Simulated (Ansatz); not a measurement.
Ansatz (an electronic-structure program) input (B3LYP-D3(BJ)/def2-TZVP):

Ansatz 0.2 input:
```yaml
crystal:
  periodic: [false, false, false]
  atoms:
    - {symbol: Si, position_ang: [-0.35546122, -0.08170233, 0.06126905]}
    - {symbol: F, position_ang: [-0.69024504, -1.14443966, -1.06619013]}
    - {symbol: F, position_ang: [-0.98893631, -0.61978119, 1.39757653]}
    - {symbol: F, position_ang: [-1.18067595, 1.20755156, -0.34863073]}
    - {symbol: N, position_ang: [1.28811487, 0.19142763, 0.30194720]}
    - {symbol: H, position_ang: [2.01739921, 0.48888978, -0.31963453]}
basis:
  gaussian:
    orbitals: def2-TZVP
hamiltonian:
  xc: b3lyp
  dispersion: d3bj
magnetization: {spin_polarized: true, initial_magnetization: 1}
relax: {f_tol: 0.002, max_steps: 150}
```

End of the output:

```
the calculation of the forces begins
reference -17544.00086834 eV, -644.7301401608 hartree; 25, 24 occupied and 142, 143 virtual orbitals, 928 factors
relax step   9: F+E_penalty+E_count = -17544.16980824 eV  Δ(F+E_penalty+E_count) = -2.596e-6 eV  max|allowed force component| = 2.652e-3 eV/Å  Δτ_max = 0.0045 Å  (42 SCF iters, accepted)
these checks for a lower state are left out or cut short: starts, cluster_reference, orbital_swaps, neighbouring_geometries, increment
integrals: 0.07 GiB planned
928 factors; their error is unknown
0.21 GiB of the device are held for the grids
0.77 GiB of device memory are held for the factors and their scratch space
mean field: 0.74 GiB planned
mean field -17544.00067523 eV, -644.7301330640 hartree, gradient 1.4e-5 eV, S^2 0.752898; 0 other end points of the search recorded, 0 dependent functions left out
the calculation of the forces begins
reference -17544.00086981 eV, -644.7301402148 hartree; 25, 24 occupied and 142, 143 virtual orbitals, 928 factors
relax step  10: F+E_penalty+E_count = -17544.16980885 eV  Δ(F+E_penalty+E_count) = -6.040e-7 eV  max|allowed force component| = 1.154e-3 eV/Å  Δτ_max = 0.0021 Å  (33 SCF iters, accepted)
integrals: 0.07 GiB planned
928 factors; their error is unknown
0.21 GiB of the device are held for the grids
0.77 GiB of device memory are held for the factors and their scratch space
mean field: 0.74 GiB planned
mean field evaluation 96: about -17543.9481 eV, gradient 1.5e-1 eV
mean field -17544.00067523 eV, -644.7301330640 hartree, gradient 1.5e-5 eV, S^2 0.752898; 3 other end points of the search recorded, 0 dependent functions left out
the calculation of the forces begins
reference -17544.00086981 eV, -644.7301402148 hartree; 25, 24 occupied and 142, 143 virtual orbitals, 928 factors
Total energy: -17544.17000343 eV, -644.7363557604 hartree
Atom 0 at    -0.360594    -0.091433     0.078371 Å, force     0.001154     0.000055     0.000921 eV/Å
Atom 1 at    -0.592258    -1.163366    -1.058008 Å, force    -0.000236    -0.000370    -0.000302 eV/Å
Atom 2 at    -1.045946    -0.625565     1.389790 Å, force    -0.000327    -0.000097    -0.000185 eV/Å
Atom 3 at    -1.082634     1.252268    -0.330483 Å, force    -0.000358     0.000403    -0.000185 eV/Å
Atom 4 at     1.321266     0.161102     0.374531 Å, force     0.000212     0.000281    -0.000938 eV/Å
Atom 5 at     1.850361     0.508940    -0.427864 Å, force    -0.000445    -0.000271     0.000688 eV/Å
Dipole moment:     0.265867     0.125649    -0.239402 e Å
```

It need not be the lowest isomer of its formula.
